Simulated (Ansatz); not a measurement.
Consider the silylene formation by 1,1-elimination: `N[SiH2]C[Si](N)(F)F` → `N[SiH2]CF` + `N[Si]F`.

Computed with Ansatz on PBE0-D4/def2-TZVP structures; ΔE is electronic, products minus reactants. CCSD(T)/CBS is the MP2 limit (def2-TZVPP, def2-QZVPP) plus CCSD(T) − MP2 in def2-TZVPP, frozen cores. This one scheme is used for every species. DFT in def2-TZVPP. Each species was taken in one conformer, which may not be the lowest.

```json
{"level": "r2SCAN-D4", "ΔE (kJ/mol)": "444.9", "difference from CCSD(T)/CBS": "8.3"}
{"level": "ωB97M-V", "ΔE (kJ/mol)": "423.3", "difference from CCSD(T)/CBS": "-13.3"}
{"level": "B2PLYP", "ΔE (kJ/mol)": "415.0", "difference from CCSD(T)/CBS": "-21.6"}
{"level": "PBE0", "ΔE (kJ/mol)": "418.5", "difference from CCSD(T)/CBS": "-18.1"}
{"level": "HF/def2-TZVPP", "ΔE (kJ/mol)": "416.5", "difference from CCSD(T)/CBS": "-20.1"}
{"level": "SCS-MP2/def2-TZVPP", "ΔE (kJ/mol)": "435.2", "difference from CCSD(T)/CBS": "-1.4"}
{"level": "MP2/def2-QZVPP", "ΔE (kJ/mol)": "458.9", "difference from CCSD(T)/CBS": "22.3"}
{"level": "SCS-MP2/def2-QZVPP", "ΔE (kJ/mol)": "439.5", "difference from CCSD(T)/CBS": "2.9"}
{"level": "HF/CBS(def2)", "ΔE (kJ/mol)": "417.2", "difference from CCSD(T)/CBS": "-19.4"}
{"level": "CCSD/CBS(def2)", "ΔE (kJ/mol)": "435.3", "difference from CCSD(T)/CBS": "-1.3"}
{"level": "CCSD(T)/CBS", "ΔE (kJ/mol)": "436.6", "difference from CCSD(T)/CBS": "0"}
```

Largest T1 diagnostic among the species: 0.014.

From PBE to PBE0 (25 % exact exchange), in def2-TZVPP and without D4, ΔE moves by +28.1 kJ/mol. In def2-TZVPP, CCSD(T) changes the Hartree–Fock value by +14.3 kJ/mol (the triples alone add +1.3 kJ/mol) and MP2 by +38.8 kJ/mol.
